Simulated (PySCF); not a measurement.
A survey of ²⁹Si NMR shifts

Method: coordinates at the GFN2-xTB level, GIAO PBE0/pcSseg-1 shieldings, in PySCF 2.14 (one computed conformer, in vacuum, non-relativistic, equivalent nuclei averaged).

Shieldings were converted by a linear fit to measured shifts: ²⁹Si (scatter 8.9 ppm rms, 25.8 ppm with the 6 outliers that the fit left out vs TMS, solution or neat liquid). A few per cent of atoms miss by over 2 rms, more outside the fitted compound classes.

Question: Give the ²⁹Si shifts of `[SiH3][SiH2]C1=CCCC1`, `C=C(C)O[SiH2]CCl`, `C=C(C)O[SiH2]CCl`, `C=CC[SiH2]/C=C\[SiH3]`, `CO[C@@H]1C[C@H]1[SiH2]Cl`, `CO[C@@H]1C[C@H]1[SiH2]Cl`, `[SiH3]C[SiH]1CC=CC1`, `NC[SiH2]O[SiH2]O[SiH3]`, `C#CCC(C)([SiH3])[SiH3]`.

Answer: 
| compound | environment | δ (ppm) |
| --- | --- | --- |
| [SiH3:1][SiH2:2][C:3]1=[CH:4][CH2:5][CH2:6][CH2:7]1 | Si2: silicon bonded to C, Si, 2 H | -76.1 |
| [SiH3:1][SiH2:2][C:3]1=[CH:4][CH2:5][CH2:6][CH2:7]1 | Si1: silicon bonded to Si, 3 H | -105.0 |
| C=C(C)O[SiH2]CCl | silicon bonded to C, O, 2 H | -35.5 |
| C=C(C)O[SiH2]CCl | silicon bonded to C, O, 2 H | -35.5 |
| [CH2:1]=[CH:2][CH2:3][SiH2:4]/[CH:5]=[CH:6]\[SiH3:7] | Si4: silicon bonded to 2 C, 2 H | -56.6 |
| [CH2:1]=[CH:2][CH2:3][SiH2:4]/[CH:5]=[CH:6]\[SiH3:7] | Si7: silicon bonded to C, 3 H | -75.7 |
| CO[C@@H]1C[C@H]1[SiH2]Cl | silicon bonded to C, Cl, 2 H | -17.3 |
| CO[C@@H]1C[C@H]1[SiH2]Cl | silicon bonded to C, Cl, 2 H | -17.3 |
| [SiH3:1][CH2:2][SiH:3]1[CH2:4][CH:5]=[CH:6][CH2:7]1 | Si3: silicon bonded to 3 C, H, in a 5-membered ring | -11.1 |
| [SiH3:1][CH2:2][SiH:3]1[CH2:4][CH:5]=[CH:6][CH2:7]1 | Si1: silicon bonded to C, 3 H | -70.0 |
| [NH2:1][CH2:2][SiH2:3][O:4][SiH2:5][O:6][SiH3:7] | Si3: silicon bonded to C, O, 2 H | -26.8 |
| [NH2:1][CH2:2][SiH2:3][O:4][SiH2:5][O:6][SiH3:7] | Si7: silicon bonded to O, 3 H | -43.8 |
| [NH2:1][CH2:2][SiH2:3][O:4][SiH2:5][O:6][SiH3:7] | Si5: silicon bonded to 2 O, 2 H | -45.1 |
| C#CCC(C)([SiH3])[SiH3] | silicon bonded to C, 3 H (×2) | -53.4 |

Question: Order these by ²⁹Si shift, lowest first.
A. CO[SiH2]C/C=C\Cl
B. CCC(=O)[SiH2]CCl
C. C=CC[Si@@H](O)CCl

Answer: B (-55.4 ppm, silicon bonded to 2 C, 2 H), A (-28.2 ppm, silicon bonded to C, O, 2 H), C (-18.1 ppm, silicon bonded to 2 C, O, H).
